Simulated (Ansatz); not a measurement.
A nudged elastic band was laid between two geometries of AlClH$_{2}$O$_{2}$ (6 atoms, charge 0, multiplicity 1).

Level of theory: RKS BLYP/def2-SVP in Ansatz 0.2.0.

```json
{
  "movable images": "7",
  "climbing image": "yes",
  "spring": "5.0 eV/Å²",
  "optimiser": "quadratic models (default)",
  "start path": "through a guess of the saddle point",
  "force threshold": "0.5 eV/Å",
  "iteration limit": "60",
  "end points": "relaxed"
}
```

Image 0:

```xyz
6
Properties=species:S:1:pos:R:3
O -0.159 1.401 -0.846
Al -0.056 -0.101 -0.039
O 1.058 -0.178 1.253
Cl -1.239 -1.768 -0.609
H -0.759 1.561 -1.593
H 1.197 -0.977 1.788
```

Image 8:

```xyz
6
Properties=species:S:1:pos:R:3
O -0.565 1.091 -1.162
Al -0.199 -0.229 -0.141
O 0.967 -0.062 1.101
Cl -1.240 -2.033 -0.489
H -0.126 1.953 -1.061
H 1.207 -0.784 1.706
```

(1) What changes between the two ends?

(2) Give the energies along the band, and the barrier.

(3) What is the geometry of the highest image?

The band took 6 iterations and about 70 core-seconds.

Answers

(1) No bond is made or broken. The dihedral H5–O1–Al2–Cl4 goes from 0 to 180°.

(2) It converged. The highest image is number 4 of 0 to 8, 2.3 kcal/mol above the first end and 2.6 kcal/mol above the last; the last end lies 0.3 kcal/mol below the first. The threshold of 0.5 eV/Å is loose, so the images may lie well off the minimum-energy path. The order of the stationary point at the top wasn't checked.

```json
{"image": "0", "path coordinate (Å)": "0.00", "energy (kcal/mol)": "0.0", "dihedral H5–O1–Al2–Cl4 (°)": "0"}
{"image": "1", "path coordinate (Å)": "0.21", "energy (kcal/mol)": "0.4", "dihedral H5–O1–Al2–Cl4 (°)": "22"}
{"image": "2", "path coordinate (Å)": "0.42", "energy (kcal/mol)": "1.2", "dihedral H5–O1–Al2–Cl4 (°)": "45"}
{"image": "3", "path coordinate (Å)": "0.63", "energy (kcal/mol)": "2.2", "dihedral H5–O1–Al2–Cl4 (°)": "64"}
{"image": "4", "path coordinate (Å)": "0.84", "energy (kcal/mol)": "2.3", "dihedral H5–O1–Al2–Cl4 (°)": "91"}
{"image": "5", "path coordinate (Å)": "1.05", "energy (kcal/mol)": "1.9", "dihedral H5–O1–Al2–Cl4 (°)": "115"}
{"image": "6", "path coordinate (Å)": "1.26", "energy (kcal/mol)": "1.0", "dihedral H5–O1–Al2–Cl4 (°)": "139"}
{"image": "7", "path coordinate (Å)": "1.46", "energy (kcal/mol)": "0.1", "dihedral H5–O1–Al2–Cl4 (°)": "161"}
{"image": "8", "path coordinate (Å)": "1.67", "energy (kcal/mol)": "-0.3", "dihedral H5–O1–Al2–Cl4 (°)": "180"}
```

(3) 
```xyz
6
Properties=species:S:1:pos:R:3
O -0.138 1.154 -1.169
Al -0.057 -0.196 -0.143
O 0.984 -0.147 1.208
Cl -1.168 -1.945 -0.595
H -0.704 1.937 -1.188
H 1.125 -0.867 1.842
```

The run took 73 s on 1 thread of Arm Neoverse V2, on a shared host, peak memory 0.12 GiB.
